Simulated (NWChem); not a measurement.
Species: NbO, quartet; SMILES [O]=[Nb]

Results from NWChem. Spin-unrestricted. Structure relaxed at the PBE0-D3(BJ)/def2-TZVP, spin-unrestricted level. No stability test was run on the SCF state. def2 effective core potentials on Nb; no spin-orbit coupling. Vertical excitations in the gas phase. Excited states of an open shell can be spin-contaminated.

### Question
Estimate the computed values for PBE/def2-SVPD, TDA. Quantities: lowest excitation (eV); oscillator strength of that lowest state; lowest empty minus highest occupied level, either spin (eV).

### Answer
```yaml
lowest excitation (eV): 1.23
oscillator_strength_of_that_lowest_state: 0.000
lowest empty minus highest occupied level, either spin (eV): 1.36
```
